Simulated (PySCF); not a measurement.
CLiN, SMILES [Li][N][C] (connectivity only; charge and spin as stated), neutral, multiplicity 1. Atoms are numbered in the order given.

```xyz
3

Li     0.0000     0.0000     1.8816
C      0.0000     0.0000    -1.0709
N      0.0000     0.0000     0.1116
```

Geometry optimised at PBE-D3(BJ)/def2-TZVPD.

Two levels are set side by side: PBE/pcSseg-2 (PySCF) and PBE0/pcSseg-2 (PySCF). GIAO shifts against NH3 (¹⁵N), TMS (¹³C) at the same level; non-relativistic, no solvent, atoms listed together averaged. Differences are taken from unrounded values.

| quantity | PBE0 | PBE | PBE minus PBE0 |
|---|---|---|---|
| δ(¹³C) of C2 (ppm) | 207.0 | 199.0 | -8.0 |
| δ(¹⁵N) of N3 (ppm) | 258.7 | 253.5 | -5.3 |

Rough cost on one machine, each run with all the roots and properties that it gave: PBE0 against PBE within a factor of 2.
